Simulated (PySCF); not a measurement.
Compound: C₆H₁₀NO (doublet state).
Atom-mapped SMILES: `[CH2:1]=[C:2][CH2:3][C:4](=[O:5])[N:6]([CH3:7])[CH3:8]` (hydrogens: H9, H10 on C1; H11, H12 on C3; H13, H14, H15 on C7; H16, H17, H18 on C8)

Cartesian coordinates in Å at the GFN2-xTB level; atoms count from 1:
```
atom  x, y, z in Å
C1     2.5354    0.3333    0.7571
C2     2.1044   -0.2195   -0.3318
C3     1.0144   -1.0165   -0.8698
C4    -0.1496   -1.1143    0.1322
O5    -0.3469   -2.1390    0.7538
N6    -0.8931    0.0001    0.2970
C7    -0.7220    1.2213   -0.4526
C8    -2.0358   -0.0434    1.1827
H9     2.0097    0.2966    1.7140
H10    3.4740    0.8675    0.7890
H11    0.6550   -0.6093   -1.8186
H12    1.3691   -2.0362   -1.0418
H13   -1.2530    1.1795   -1.4098
H14   -1.1317    2.0459    0.1302
H15    0.3323    1.4219   -0.6316
H16   -2.9596    0.1240    0.6237
H17   -1.9439    0.7211    1.9572
H18   -2.0672   -1.0268    1.6475
```

The hyperfine couplings belong to this conformer and change with its torsions.

Theory: UKS B3LYP, pcH-1 on C H N O, non-relativistic, mean-field spin-orbit, GIAO in PySCF 2.14.0. Isolated species at its GFN2-xTB geometry (one conformer only). Couplings are sensitive to structure, and on GFN2-xTB geometries they can be far from those on DFT ones. The SCF solution wasn't tested for stability.

Question: Break the g tensor into its mass correction, gauge correction and orbital-Zeeman/spin–orbit terms.

Answer: 
| Δg (ppm) | 1 | 2 | 3 |
| --- | --- | --- | --- |
| relativistic mass correction | -159 | -159 | -159 |
| gauge correction | 36 | 4 | -17 |
| orbital Zeeman/spin–orbit | -484 | -18 | 664 |
| total | -607 | -173 | 488 |

So g = 2.00171, 2.00215, 2.00281 and g_iso = 2.00222; the tensor is rhombic: the two nearest values differ by 40 % of g3 − g1. Axes: g1 points within 5° of the C1–C2 bond.

Question: How much does each term add to the isotropic shift?

Answer: The mass correction -159, the orbital-Zeeman/spin–orbit term 54 and the gauge correction 8 ppm, for a total of -97 ppm. The mass correction is the largest in size. The mass correction is the same along every axis, so the anisotropy comes from the other two: their spans along these axes are 54 (gauge) and 1149 ppm (orbital Zeeman/spin–orbit).

Question: What effective moment and Curie constant follow for a powder?

Answer: With the mean of g² = 4.0089 and S(S+1) = 0.75: μ_eff = √(⟨g²⟩S(S+1)) = 1.734 μB and χT = 0.12505·⟨g²⟩·S(S+1) = 0.376 cm³ K/mol (cgs; spin-Hamiltonian part alone).

Question: In a frozen sample, at which fields do the three g values resonate at 9.5, 34, 94 and 263 GHz (hyperfine left aside), and which band first spreads them over more than twice a line width of 0.5 mT?

Answer: 
```json
{"band": "X", "GHz": "9.5", "B(g3) mT": "338.90", "B(g2) mT": "339.01", "B(g1) mT": "339.09", "spread mT": "0.19"}
{"band": "Q", "GHz": "34.0", "B(g3) mT": "1212.91", "B(g2) mT": "1213.31", "B(g1) mT": "1213.57", "spread mT": "0.66"}
{"band": "W", "GHz": "94.0", "B(g3) mT": "3353.34", "B(g2) mT": "3354.44", "B(g1) mT": "3355.17", "spread mT": "1.83"}
{"band": "J", "GHz": "263.0", "B(g3) mT": "9382.21", "B(g2) mT": "9385.31", "B(g1) mT": "9387.34", "spread mT": "5.13"}
```

The spread grows in proportion to the frequency. W band is the first where it exceeds 1.0 mT.

The largest Mulliken spin populations are on C2 (+0.97), C1 (-0.16) and H9 (+0.09). No atom but C2 exceeds +0.15.

The HOMO–LUMO gaps are 5.91 eV among the α and 4.72 eV among the β orbitals.

Time: 91 s (grids of density and orbitals included); peak memory 1.1 GiB. Hardware: one thread of an Arm Neoverse V1 (shared host).
